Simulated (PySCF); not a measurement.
**Electron correlation in K(2+) (potassium, charge +2)**

[Ne] 3s2 3p5, 2P determinant. Computed with PySCF 2.14 in Sapporo-DKH3-DZP-2012 (6s5p1d, 26 functions), with scalar relativity by spin-free X2C-1e. Frozen: [Ne] 3s2; 5 electrons correlated.

Total MP2 correlation energy: -95.26 mhartree.

Same-spin part -29.06 and opposite-spin part -66.20 mhartree; SCS-MP2 scales them by 1/3 and 6/5 to -89.13 mhartree.

```json
{"level": "CCSD", "correlation energy (mhartree)": "-109.55"}
{"level": "(T)", "correlation energy (mhartree)": "-0.16"}
{"level": "CCSD(T)", "correlation energy (mhartree)": "-109.71"}
```

Diagnostics: T1 = 0.0025, D1 = 0.0041, largest double amplitude 0.043.

Q: Is a single reference adequate?

A: Yes: T1 lies below 0.03 and no double amplitude reaches 0.07.
